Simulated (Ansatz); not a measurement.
Geometry optimisation, RKS PBE-D4/def2-SVP (Ansatz).

Input:

```yaml
crystal:
  periodic: [false, false, false]
  atoms:
    - { symbol: Ga, position_ang: [0.0, 0.0, 0.0] }
    - { symbol: H, position_ang: [0.0, 0.0, 1.92] }
    - { symbol: "N", position_ang: [1.6714, 0.0, -0.965] }
    - { symbol: H, position_ang: [2.138, -0.9179, -1.2168] }
    - { symbol: H, position_ang: [2.1227, 0.9179, -1.2432] }
    - { symbol: "N", position_ang: [-1.6714, 0.0, -0.965] }
    - { symbol: H, position_ang: [-2.3403, -0.8164, -0.8664] }
    - { symbol: H, position_ang: [-1.9204, 0.8164, -1.5936] }
    - { symbol: O, position_ang: [0.0937, 1.9812, 0.659] }
    - { symbol: H, position_ang: [0.4923, 2.0094, 1.5866] }
    - { symbol: H, position_ang: [0.0473, 1.0, 1.8157] }
basis:
  gaussian: { orbitals: def2-SVP }
hamiltonian:
  xc: pbe
  dispersion: d4
relax:
  f_tol: 0.15
  max_steps: 25
  restrain:
    - { distance: [0, 8], at: 1.79, k: 30.0 }
    - { distance: [10, 1], at: 0.66, k: 30.0 }
    - { distance: [0, 1], at: 2.77, k: 30.0 }
    - { distance: [10, 8], at: 2.21, k: 30.0 }
```

Command:

```bash
$ ansatz run input.yaml --threads 2 --pin off --max-ram 3072MiB --backend cpu --events-out ev --progress --plain --runs-dir out
```

**Question.** Where does it end, and by what steps?

**Answer.** The run converged. The restraints hold the end off the free minimum; the threshold counts their pulls, which the force column leaves out. Restrained pairs: Ga1–O9 (2.09 → 1.80 Å), H2–H11 (1.01 → 0.72 Å), Ga1–H2 (1.92 → 2.77 Å), O9–H11 (1.52 → 2.22 Å). After 9 steps the energy has fallen by 3.156 eV (the restraints' own energy left out); H8 moved furthest, 1.05 Å.

| step | energy less start (eV) | largest force component (eV/Å) | accepted |
| --- | --- | --- | --- |
| 0 | 0.0000 | 2.797 | yes |
| 1 | -0.9575 | 3.484 | yes |
| 2 | -1.6770 | 3.311 | yes |
| 3 | -2.3200 | 2.730 | yes |
| 4 | -2.6201 | 1.766 | yes |
| 5 | -2.7451 | 1.500 | yes |
| 6 | -2.9320 | 1.687 | yes |
| 7 | -3.0457 | 1.709 | yes |
| 8 | -3.1312 | 1.871 | yes |
| 9 | -3.1557 | 1.859 | yes |

```xyz
11
Properties=species:S:1:pos:R:3
Ga 0.015 0.671 -0.415
H -0.032 -0.128 2.241
N 1.616 -0.189 -0.696
H 1.685 -0.738 -1.558
H 2.478 0.352 -0.586
N -1.572 0.106 -1.125
H -1.699 -0.878 -1.373
H -2.441 0.488 -0.742
O -0.097 2.197 0.534
H 0.765 2.546 0.819
H -0.085 0.563 2.031
```

Run time: 18 s on 2 threads of Arm Neoverse V2 (shared host), peak memory 0.15 GiB.
